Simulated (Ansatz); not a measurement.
Species: C₅H₁₃O (charge +1, singlet). It need not be the lowest isomer of its formula. 
Structure (B3LYP-D3(BJ)/def2-TZVP (Ansatz, a quantum-chemistry and plane-wave program) minimum search):
```
C
H 1 1.0937
H 1 1.0938 2 106.90
C 1 1.5296 2 109.52 3 118.58
H 4 1.0937 1 109.12 2 63.54
H 4 1.0939 5 106.56 1 -117.73
C 4 1.5249 5 109.84 6 -118.90
H 7 1.0898 4 110.77 5 58.45
H 7 1.0917 8 107.72 4 121.88
H 7 1.0918 8 107.73 9 116.21
C 1 1.5409 2 109.38 3 -118.67
H 11 1.0918 1 109.74 2 -61.90
H 11 1.0949 12 108.47 1 118.93
C 11 1.4944 12 110.07 13 120.79
H 14 1.0860 11 114.59 12 54.19
H 14 1.0872 15 112.09 11 -133.18
O 14 1.5748 15 101.21 16 -111.12
H 17 0.9754 14 114.75 15 65.69
H 17 0.9754 18 110.14 14 -128.31
```
Charge +1, spin multiplicity 1.

Total electronic energies in hartree. Correlated levels leave the core frozen unless marked. No spin-orbit coupling. No relativistic terms. CBS(X,Y): correlation extrapolated as X^-3; Hartree-Fock from the larger set. The bracket is a focal-point correction in the basis named.

| level | program | energy (Eh) |
|---|---|---|
| r2SCAN-D3(BJ)/def2-TZVPD | Ansatz + dftd3 | (withheld) |
| PBE0/STO-3G | Ansatz | -269.67241 |
| PBE0/def2-QZVPP | Ansatz | (withheld) |
| RPA@PBE/cc-pVQZ | Ansatz | (withheld) |
| MP2/STO-3G | Ansatz | -268.56442 |
| RI-MP2/cc-pVTZ | Ansatz | -272.72184 |
| CCSD(T)/cc-pwCVTZ | Ansatz | -272.84431 |
| RI-MP2/CBS(cc-pVTZ,cc-pVQZ)+[CCSD(T)-MP2]/cc-pVDZ | Ansatz | -272.9706 |
| RI-MP2/CBS(cc-pVTZ,cc-pVQZ)+[CCSD(T)-MP2]/cc-pVTZ | Ansatz | -272.9715 |

Q: Fill in the missing entries.

A: 
- r2SCAN-D3(BJ)/def2-TZVPD, energy (Eh): -273.23349
- PBE0/def2-QZVPP, energy (Eh): -273.08922
- RPA@PBE/cc-pVQZ, energy (Eh): -273.55770
